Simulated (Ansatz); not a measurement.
Conformers of C2H7FGeO2, SMILES `C[O][GeH]([F])[O]C`, each relaxed with PBE0-D4/def2-TZVP in Ansatz. CBS adds the triple-zeta coupled-cluster correction to the MP2 limit.

Outer-core shells of Ge are correlated without core-valence functions. Scalar relativity is left out up to krypton. Spin–orbit coupling is left out.

Not all of them had a frequency check.

Conformer A:

Z-matrix (Å, degrees):
```
C
O 1 1.414
H 1 1.091 2 107.6
H 1 1.094 2 111.8 3 119.2
H 1 1.097 2 111.9 3 -118.6
Ge 2 1.754 1 120.6 3 -177.3
O 6 1.742 2 107.5 1 166.3
F 6 1.738 2 105.6 1 49.4
H 6 1.524 2 116.0 1 -70.3
C 7 1.418 6 120.4 2 -50.1
H 10 1.094 7 111.4 6 -66.6
H 10 1.094 7 111.6 6 55.5
H 10 1.091 7 107.3 6 174.6
```

Conformer B:

Cartesian coordinates in Å:
```
C 1.631 1.034 0.410
O 0.909 1.299 -0.777
Ge -0.279 0.172 -1.396
F 0.541 -1.349 -1.575
O -1.613 -0.137 -0.302
C -1.485 -0.991 0.818
H 0.999 1.153 1.297
H 2.063 0.028 0.412
H 2.446 1.758 0.470
H -0.802 0.689 -2.724
H -0.990 -0.483 1.653
H -0.928 -1.902 0.579
H -2.491 -1.272 1.136
```

Which is lowest in electronic energy at CCSD(T)/CBS (frozen core, def2 sets), and by how much? (An estimate is asked.)

The calculation gave: A; B lies 0.6 kJ/mol higher. Gaps under about 2 kJ/mol don't settle the order.

Give the energies relative to A (kJ/mol) with B3LYP/def2-TZVPP, HF/def2-TZVPP, MP2/def2-TZVPP, SCS-MP2/def2-TZVPP, MP2/def2-QZVPP, SCS-MP2/def2-QZVPP, HF/CBS(def2). (An estimate is asked.)

Computed: 
| level | B |
| --- | --- |
| B3LYP/def2-TZVPP | 1.6 |
| HF/def2-TZVPP | 2.3 |
| MP2/def2-TZVPP | 1.0 |
| SCS-MP2/def2-TZVPP | 1.3 |
| MP2/def2-QZVPP | 0.8 |
| SCS-MP2/def2-QZVPP | 1.1 |
| HF/CBS(def2) | 2.3 |

B3LYP here is the variant with VWN-RPA as its local correlation; programs differ in this.
